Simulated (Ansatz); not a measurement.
```xyz
8

O    -1.533    0.362    1.319
As   -0.994   -0.928    0.210
O    -0.288    0.079   -1.104
C     1.063    0.168   -0.715
S     1.183   -0.971    0.727
H    -2.474    0.266    1.496
H     1.321    1.186   -0.412
H     1.722   -0.163   -1.520
```

Total charge 0; spin multiplicity 1.

List the CAM-B3LYP/def2-TZVPP orbital energies in eV (Ansatz). (Best estimate.)

Ansatz gave: Occupied: -11591.94, -2419.78, -1468.52, -1313.16, -1313.14, -1313.10, -522.97, -522.89, -281.18, -217.82, -194.02, -162.40, -162.33, -162.18, -141.25, -141.21, -141.07, -48.48, -48.46, -48.36, -48.33, -48.27, -30.68, -29.65, -22.77, -20.73, -17.36, -15.36, -14.87, -14.46, -13.84, -12.32, -11.34, -10.19, -9.82, -9.22, -8.36. Lowest empty: -0.21, 0.47, 1.18, 2.62, 3.06, 3.63, 3.91, 4.46.
